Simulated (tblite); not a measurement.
Start geometry of `O=[P@@H](C(F)=C(F)F)C1CC1` from a force field or distance geometry (Å):
```
atom  x, y, z in Å
O1     0.0869   -1.1837   -1.2425
P2     0.3043   -0.9451    0.2419
C3     1.9961   -0.5105    0.5951
F4     2.5484   -0.6166    1.8325
C5     2.7149   -0.0397   -0.4343
F6     2.0581    0.0361   -1.6324
F7     3.9976    0.3378   -0.3334
C8    -0.9225    0.1487    0.9377
C9    -2.2055    0.0797    0.0892
C10   -1.4379    1.3667    0.2687
H11    0.0859   -2.2244    0.8564
H12   -1.0614    0.1489    2.0413
H13   -3.0946   -0.1485    0.7035
H14   -2.1007   -0.3554   -0.9504
H15   -0.9753    1.8010   -0.6276
H16   -2.0020    2.1141    0.9105
```

**Question.** What comes out of this run: tblite 0.8.0, GFN2-xTB geometry optimisation, gas phase?

**Answer.** 
```
atom  x, y, z in Å
O1    -0.0105   -1.2981   -1.3720
P2     0.1957   -1.1250    0.0586
C3     1.8372   -0.4493    0.5063
F4     2.1769   -0.5324    1.8038
C5     2.6678    0.1257   -0.3562
F6     2.3999    0.2596   -1.6365
F7     3.8533    0.6397   -0.0729
C8    -0.9642   -0.0321    0.9143
C9    -2.2994    0.1399    0.2477
C10   -1.2941    1.2338    0.1699
H11    0.2287   -2.2997    0.8100
H12   -0.8997   -0.0099    1.9931
H13   -3.1667    0.2647    0.8780
H14   -2.4783   -0.4343   -0.6502
H15   -0.8046    1.3914   -0.7813
H16   -1.4494    2.1350    0.7434
```

The energy falls by 1.030 eV over 70 L-BFGS steps, the largest force on an atom goes from 4.80 to 0.009 eV/Å, and the atoms move by 0.343 Å rms after alignment. The bond that changes most is O1=P2 (phosphoryl oxygen to phosphoryl phosphorus), which shortens by 0.063 Å. Bonds longer at the end by more than 0.005 Å: 3 of 16; shorter: 13. Among the angles that change most is C3–P2–C8, from 115.2° to 103.7°. Among the dihedrals that turn most is P2–C8–C9–H14, from -18° to 3°. Rotational constants go from 1978, 735.4, 659.3 to 1885, 735.2, 677.2 MHz. The orientation of the end geometry is arbitrary; only internal coordinates are fixed.

Its lowest GFN2-xTB frequency is 10 cm⁻¹, too small to tell a flat minimum from a shallow saddle. One conformer, not necessarily the lowest. 3 starts were optimised and ended at 0.00, 0.01 and 0.87 kcal/mol (GFN2-xTB); the lowest of these is shown.

These are computed values.
